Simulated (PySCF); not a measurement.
C2H10OSi2

C2H10OSi2 is a small molecule, neutral, singlet. The structure, one conformer, was relaxed in the gas phase by PBE0-D3(BJ)/def2-SVP. No frequency run checks that it is a minimum.

SMILES: [SiH3]CCO[SiH3]

Coordinates in Å:
```
C1      0.326    0.830   -0.316
O2     -0.807    0.013   -0.499
Si3    -1.657   -0.103   -1.929
C4      0.796    0.707    1.121
Si5     0.950   -1.097    1.679
H6      1.137    0.514   -1.002
H7      0.087    1.883   -0.563
H8     -2.187    1.236   -2.335
H9     -0.783   -0.619   -3.029
H10    -2.779   -1.046   -1.675
H11     1.770    1.209    1.240
H12     0.089    1.216    1.797
H13     1.672   -1.890    0.635
H14    -0.376   -1.725    1.945
H15     1.751   -1.152    2.943
```

Shieldings: GIAO PBE0/pcSseg-1. Shifts are against computed references at the same level: C TMS (σ 184.4 ppm), H TMS (σ 31.27 ppm), Si TMS (σ 352.0 ppm). Core levels by delta-SCF with SCAN, pcX-2 on the ionised atom and pcseg-1 elsewhere, spin-free X2C (2p3/2 is the spin-free 2p value less a third of a first-order spin-orbit splitting); from the vacuum level, for chosen atoms.

**Question.** Give the shieldings and core levels atom by atom.

**Answer.** 
```csv
atoms,bonded to,σ (ppm),δ (ppm),core level (eV)
C1,1 C + 1 O + 2 H,118.3,66.1,1s 292.40
O2,1 C + 1 Si,309.9,-,1s 538.02
Si3,1 O + 3 H,382.5,-30.5,2p3/2 107.47
C4,1 C + 1 Si + 2 H,170.4,14.1,1s 290.28
Si5,1 C + 3 H,418.5,-66.5,2p3/2 106.45
H6,1 C,27.73,3.54,-
H7,1 C,27.26,4.01,-
H8 H9 H10,1 Si,26.47,4.79,-
H11,1 C,30.55,0.71,-
H12,1 C,29.90,1.37,-
H13 H14 H15,1 Si,27.39,3.88,-
```

Values are those of this one static structure, with the three H of a rotating XH3 group averaged; atoms that internal rotation interchanges would show their mean in an NMR spectrum.

**Question.** Which of Si3, Si5 holds its core electrons tightest, and by how much against the loosest?

**Answer.** Si3 (bonded to 1 O + 3 H), by 1.02 eV over Si5 (bonded to 1 C + 3 H).

**Question.** By CAM-B3LYP/def2-SVPD (TDDFT singlets, Tamm-Dancoff triplets, ionisation by delta-SCF), where does absorption start, and what does vertical ionisation take?

**Answer.** The lowest singlet lies at 7.13 eV (f 0.001), the strongest of the first 6 at 8.31 eV (f 0.049), the lowest triplet at 6.81 eV; vertical ionisation takes 10.30 eV.

The 3 runs behind this took 4.1 min in all, one thread each of Arm Neoverse V2 on a shared host, launched as `OMP_NUM_THREADS=1 python cluster_run.py task.json out`.
